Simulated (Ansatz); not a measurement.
A nudged elastic band was laid between two geometries of AlCl$_{2}$H$_{3}$O (7 atoms, charge 0, multiplicity 1).

Theory: RKS r2SCAN-D4/def2-mTZVP (Ansatz 0.2.0).

| Item | Value |
| --- | --- |
| movable images | 9 |
| climbing image | yes |
| spring | 5.0 eV/Å² |
| optimiser | quadratic models (default) |
| start path | through a guess of the saddle point |
| force threshold | 0.05 eV/Å |
| iteration limit | 60 |
| end points | relaxed |

First end point:

```xyz
7
Properties=species:S:1:pos:R:3
Al 0.075 0.007 0.126
H 0.026 0.696 1.543
Cl 1.818 0.223 -1.049
Cl -1.751 -0.190 -0.975
O 0.115 -1.892 0.664
H -0.643 -2.346 0.253
H 0.031 -2.024 1.622
```

Last end point:

```xyz
7
Properties=species:S:1:pos:R:3
Al 0.043 -0.702 -0.433
H -0.026 0.276 1.982
Cl 1.817 0.319 -0.806
Cl -1.792 0.231 -0.795
O 0.144 -2.326 0.008
H -0.636 -2.879 0.115
H 0.122 -0.444 2.113
```

(1) What changes between the two ends?

(2) Give the energies along the band, and the barrier.

(3) What is the geometry of the highest image?

(4) What are the harmonic wavenumbers there?

Results:

(1) Bonds broken: Al1–H2, O5–H7. Bonds formed: H2–H7. AlCl2H3O becomes AlCl2HO + H2.

(2) The forces met the threshold. The highest image is number 5 of 0 to 10, 82.5 kJ/mol above the first end and 90.2 kJ/mol above the last; the last end lies 7.7 kJ/mol below the first. A vibrational analysis at the climbing image gives one clearly imaginary mode, 1213i cm⁻¹: a first-order saddle point. The orbitals stay closed-shell, which can raise the energy where a bond breaks towards radicals; this wasn't checked here.

```tsv
image	path coordinate (Å)	energy (kJ/mol)	Al1–H2 (Å)	O5–H7 (Å)	H2–H7 (Å)
0	0.00	0.0	1.58	0.97	2.72
1	0.29	2.8	1.58	0.97	2.42
2	0.57	11.6	1.59	0.98	2.08
3	0.86	28.5	1.60	0.99	1.73
4	1.15	56.8	1.66	1.05	1.39
5	1.43	82.5	1.75	1.26	1.06
6	1.74	51.0	1.89	1.60	0.84
7	2.05	14.8	2.08	1.93	0.77
8	2.36	-1.7	2.27	2.24	0.75
9	2.67	-6.9	2.41	2.54	0.75
10	2.98	-7.7	2.61	2.82	0.75
```

(3) 
```xyz
7
Properties=species:S:1:pos:R:3
Al 0.065 -0.304 -0.103
H 0.026 -0.060 1.626
Cl 1.832 0.406 -0.958
Cl -1.797 0.105 -0.977
O 0.150 -1.993 0.587
H -0.631 -2.564 0.521
H 0.026 -1.115 1.488
```

(4) 1213i, 144, 153, 243, 364, 443, 586, 609, 712, 773, 1056, 1402, 1719, 1900, 3787 cm⁻¹.

The run took 2 min on 4 threads of Intel(R) Xeon(R) Platinum 8259CL CPU @ 2.50GHz (Skylake/Cascade Lake), on a shared host, peak memory 0.19 GiB.
